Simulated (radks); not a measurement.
Results of a calculation; reference values are marked as such.
Ionisation of Xe2+, [Kr] 4d10 5s2 5p4, to Xe3+, [Kr] 4d10 5s2 5p3, under several functionals. Dirac Kohn-Sham, spin-unpolarised, spherical densities, finite nucleus; open shells fill j = l - 1/2 first; a radial shooting solver on a logarithmic mesh with Libxc functionals.

[
 {"functional": "SOGGA", "E(Xe2+) (hartree)": "-7445.33286", "Exc (hartree)": "-183.04751", "IE (eV)": "31.031", "-e(HOMO) (eV)": "25.984", "<r> HOMO (bohr)": "2.115", "IE error (eV)": "-0.019"},
 {"functional": "XLYP", "E(Xe2+) (hartree)": "-7450.08165", "Exc (hartree)": "-187.84464", "IE (eV)": "30.951", "-e(HOMO) (eV)": "25.888", "<r> HOMO (bohr)": "2.127", "IE error (eV)": "-0.099"},
 {"functional": "PBEsol", "E(Xe2+) (hartree)": "-7445.73064", "Exc (hartree)": "-183.44744", "IE (eV)": "31.129", "-e(HOMO) (eV)": "26.075", "<r> HOMO (bohr)": "2.115", "IE error (eV)": "+0.079"},
 {"functional": "LDA (Slater exchange, Perdew-Zunger correlation)", "E(Xe2+) (hartree)": "-7442.82577", "Exc (hartree)": "-180.50877", "IE (eV)": "31.317", "-e(HOMO) (eV)": "26.244", "<r> HOMO (bohr)": "2.115", "IE error (eV)": "+0.267"},
 {"functional": "LDA (Slater exchange, Perdew-Wang correlation)", "E(Xe2+) (hartree)": "-7442.82524", "Exc (hartree)": "-180.50816", "IE (eV)": "31.314", "-e(HOMO) (eV)": "26.240", "<r> HOMO (bohr)": "2.115", "IE error (eV)": "+0.264"}
]

NIST Atomic Spectra Database: 31.05 eV (semi-empirical). Closest: SOGGA. The Delta-SCF values span 0.37 eV, the total energies 7.26 hartree. The highest occupied level is 5p3/2. Spin polarisation and multiplet splitting are left out, so open shells lie too high by an amount that depends on their filling.

Beside tabulated values, note that spin-unpolarised runs miss the spin-polarisation part of the exchange energy of open shells.
